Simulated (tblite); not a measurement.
Give a GFN2-xTB geometry of InChI=1S/CH13FN2Si4/c2-8-4(6)7-1-3-5/h3H,1,7-8H2,5-6H3.

```
atom  x, y, z in Å
F1    -1.2839   -2.6283    0.2788
Si2   -2.0057   -1.3013    0.8305
N3    -1.5545    0.0110   -0.1981
Si4   -2.1845    1.6123    0.1006
Si5   -0.3956   -0.2430   -1.4930
C6     1.2657   -0.6977   -0.6789
N7     1.5375    0.2061    0.4223
Si8    3.1024    0.4508    1.0756
H9    -1.4843   -1.1438    2.1823
H10   -3.4276   -1.5880    0.7386
H11   -3.0633    1.5038    1.2659
H12   -1.0768    2.5283    0.3757
H13   -2.9376    2.0342   -1.0816
H14   -0.8758   -1.3177   -2.3638
H15   -0.3078    1.0305   -2.2080
H16    2.0853   -0.6101   -1.3932
H17    1.2560   -1.7429   -0.3422
H18    0.7444    0.2679    1.0426
H19    2.9112    1.4800    2.0968
H20    3.9445    0.8961   -0.0387
H21    3.7416   -0.7314    1.6810
```

Orientation and origin are arbitrary. Atoms count from 1 in this order. Si5 (SiH2 silicon) is distorted tetrahedral (angles from 105.9° to 111.6°). Of the pairs four or more bonds apart, N3···H18 is among the closest relative to their van der Waals radii: 2.62 Å, 95 % of the sum of Bondi's values. Si8 (SiH3 silicon) is distorted tetrahedral (angles from 104.3° to 116.0°). The N–Si distances run from 1.713 Å (N7–Si8, drawn single) to 1.756 Å (N3–Si5, drawn single), a spread of 0.043 Å.

Bonds between heavy atoms (Å): F1–Si2 1.608, Si2–N3 1.727, N3–Si4 1.747, N3–Si5 1.756, Si5–C6 1.905, C6–N7 1.450, N7–Si8 1.713.

Computed geometry: GFN2-xTB, gas phase.

Point group: C1 (no symmetry element, even within 0.4 Å). Its GFN2-xTB frequencies are all real (lowest 21 cm⁻¹). One conformer, not necessarily the lowest (F1–Si2–N3–Si4 179°, Si2–N3–Si5–C6 -64°, N3–Si5–C6–N7 -46°, Si5–C6–N7–Si8 -160°). 3 starts were optimised and ended at 0.00, 0.63 and 1.20 kcal/mol (GFN2-xTB); the lowest of these is shown.

Hardware: Arm Neoverse V1, one thread, no GPU (shared host). Cost: 3.1 s wall. These figures are those of the optimisation.
